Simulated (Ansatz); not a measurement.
```yaml
crystal:
  periodic: [true, true, true]
  atoms:
    - {symbol: O, position_ang: [0.325758, 1.394363, -2.268100]}
    - {symbol: Al, position_ang: [0.865807, 0.534301, -0.924359]}
    - {symbol: O, position_ang: [2.533629, 0.376745, -0.748864]}
    - {symbol: O, position_ang: [-0.205876, -0.132309, 0.183278]}
    - {symbol: Si, position_ang: [-1.203821, -0.766102, 1.292587]}
    - {symbol: H, position_ang: [-0.601479, 1.536179, -2.447471]}
    - {symbol: H, position_ang: [2.931119, -0.091447, -0.017552]}
    - {symbol: H, position_ang: [-2.429113, 0.067850, 1.420065]}
    - {symbol: H, position_ang: [-1.601649, -2.142966, 0.894846]}
    - {symbol: H, position_ang: [-0.531373, -0.827712, 2.618470]}
basis:
  gaussian: {orbitals: aug-cc-pVTZ}
total_charge: 1
magnetization: {spin_polarized: true, initial_magnetization: 1}
hamiltonian: {xc: {name: wB97X}, pseudopotentials: {relativity: none}}
scf: {lower_state_search: full}
output: {forces: true}
```

```sh
$ ansatz run in.yaml --threads 4 --pin off --events-out ev --progress --plain --max-ram 10444MiB
```

(1) How does Ansatz answer? (Best estimate.)

Results:

(1) Computed: The program refused the input.
```
Error: YAML parse error: error: line 2 column 3: crystal: missing field `lattice` (a structure is typed as `lattice` and `atoms`, a molecule's as `atoms` in Å alone, or read from a run's directory, `checkpoint`)
 --> <input>:2:3
1 | crystal:
2 |   periodic: [true, true, true]
3 |   atoms:
4 |     - {symbol: O, position_ang: [0.325758, 1.394363, -2.268100]}
```
